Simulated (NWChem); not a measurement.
Species: 2-butanone (C$_{4}$H$_{8}$O); SMILES CCC(C)=O

```xyz
13

C      0.0778     1.8716     0.4460
C     -0.0539     0.8313    -0.6837
C     -0.1830    -0.5774    -0.1112
C      1.1057    -1.3505     0.1171
O     -1.2703    -1.0465     0.1679
H      0.1569     2.8816     0.0307
H      0.9682     1.6920     1.0598
H     -0.7987     1.8383     1.1010
H     -0.9559     1.0372    -1.2689
H      0.8154     0.8959    -1.3503
H      1.8539    -0.7347     0.6308
H      1.5395    -1.6342    -0.8513
H      0.9035    -2.2536     0.6966
```
Atoms are numbered in this order, from 1.

Results from NWChem. Pople sets run with spherical d functions. STO-3G and 3-21G are far too small for this property and stand as cheap habits. Geometry: optimised at B3LYP/6-31G* (spherical d). Vertical excitations in the gas phase; the lowest state need not have the same character in each row.

| level | basis functions | lowest excitation, singlet (eV) | oscillator strength of that lowest state | lowest state with f > 0.02, singlet (eV) | orbital gap (eV) |
|---|---|---|---|---|---|
| Hartree-Fock/3-21G, CIS | 61 | … | 0.000 | … | 15.19 |
| Hartree-Fock/6-31G*, CIS | 86 | 5.10 | 0.000 | 9.92 | 15.26 |
| Hartree-Fock/6-31+G*, CIS | 106 | 5.13 | 0.000 | 8.62 | 13.07 |
| Hartree-Fock/def2-SVP, CIS | 110 | 5.08 | 0.000 | 9.85 | 15.09 |

Question: What belongs in the gaps?

Answer: 
- Hartree-Fock/3-21G, CIS, lowest excitation, singlet (eV): 4.78
- Hartree-Fock/3-21G, CIS, lowest state with f > 0.02, singlet (eV): 10.14
